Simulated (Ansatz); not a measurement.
Ideal-gas functions of `[OH][SnH]([OH])[Br]` at 298.15 K and 1 bar, from an Ansatz frequency run at PBE0-D4/def2-TZVP.

Molar mass 233.64 g/mol, point group C1 (symmetry number 1), electronic degeneracy 1, moments of inertia 113.995, 399.916, 456.041 u Å². Harmonic wavenumbers (cm⁻¹, unscaled): 98, 126, 158, 184, 229, 262, 538, 548, 641, 652, 859, 867, 2013, 3882, 3884.

Use S(trans) = R[1.5 ln M + 2.5 ln T − 1.1517]; rotational temperatures θ = 24.2544 K / I; S(rot) = R[ln(√π/σ · √(T³/θAθBθC)) + 1.5]; for each mode x = 1.438777 ν̃/T, S = R[x/(eˣ − 1) − ln(1 − e⁻ˣ)] and H = RT x/(eˣ − 1); 1 cm⁻¹ = 0.0119627 kJ/mol; R = 8.31446 J/(mol·K).

By hand: the entropy, in J/(mol·K).

Translation 176.9. Rotation: θ = 0.2128, 0.0606, 0.0532 K, giving 118.6. Vibration, mode by mode: 14.62, 12.58, 10.77, 9.57, 7.89, 6.90, 2.38, 2.29, 1.61, 1.54, 0.69, 0.67, 0.01, 0.00, 0.00, in all 71.5. Electronic 0.0. Sum 367.0 J/(mol·K).

By hand: H − E and G − E in kJ/mol, counted from the electronic energy.

Zero-point energy ½ × 14941 × 0.0119627 = 89.4; thermal vibration 11.6; translation, rotation and pV give 4 RT = 9.9. H − E = 110.9 kJ/mol, and G − E = 110.9 − 298.15 × 367.0/1000 = 1.5 kJ/mol.

Vibration gives 19 % of the entropy, 27.2 J/(mol·K) of it from the modes under 150 cm⁻¹: soft modes count most, and the harmonic formula is weakest for them. The sum counts one conformer and one mirror image; others add a mixing term.
